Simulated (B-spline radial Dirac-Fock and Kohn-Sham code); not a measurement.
Two-hole binding energies of Mo³⁺

System: Mo³⁺, configuration [Kr] 4d3, inside a Watson sphere of charge -3 and radius 2 Å (a model of the Madelung potential; inside it an electron's potential energy is raised by 21.6 eV).

Calculated with a B-spline atomic structure program, using multi-electron Dirac-Fock with separately optimised hole states, Breit and Lamb-shift corrections added in first order. U is the two-hole binding energy less the two single-hole energies, the effective repulsion of the holes after relaxation. Each two-hole energy is an average over J within one jj subconfiguration.

| holes | E(a) (eV) | E(b) (eV) | E(ab) (eV) | U (eV) |
| --- | --- | --- | --- | --- |
| 1s⁻¹ 3p3/2⁻¹ | 20022.1 | 418.7 | 20492.6 | 51.7 |
| 1s⁻¹ 3d3/2⁻¹ | 20022.1 | 252.9 | 20321.8 | 46.7 |
| 2s⁻¹ 2p3/2⁻¹ | 2895.4 | 2544.6 | 5536.6 | 96.6 |
| 2p1/2⁻² | 2649.6 | 2649.6 | 5429.3 | 130.2 |
| 2p3/2⁻² | 2544.6 | 2544.6 | 5208.2 | 118.9 |
| 2s⁻¹ 3p1/2⁻¹ | 2895.4 | 436.5 | ? | ? |
| 2s⁻¹ 3p3/2⁻¹ | 2895.4 | 418.7 | 3359.7 | 45.6 |
| 2p1/2⁻¹ 3s⁻¹ | 2649.6 | 530.6 | 3226.1 | 45.9 |
| 2p3/2⁻¹ 3s⁻¹ | 2544.6 | 530.6 | 3121.0 | 45.8 |
| 2p3/2⁻¹ 3p1/2⁻¹ | 2544.6 | 436.5 | 3029.0 | 47.8 |
| 2p1/2⁻¹ 3d5/2⁻¹ | 2649.6 | 249.7 | 2947.5 | 48.2 |
| 3p1/2⁻¹ 3p3/2⁻¹ | 436.5 | 418.7 | 891.6 | 36.3 |
| 3p3/2⁻² | 418.7 | 418.7 | 874.4 | 36.9 |
| 3d3/2⁻¹ 3d5/2⁻¹ | 252.9 | 249.7 | 541.9 | 39.3 |

Task: Give the missing two-hole energy and U.

Result: E(ab) = 3378.4 eV and U = 46.5 eV.
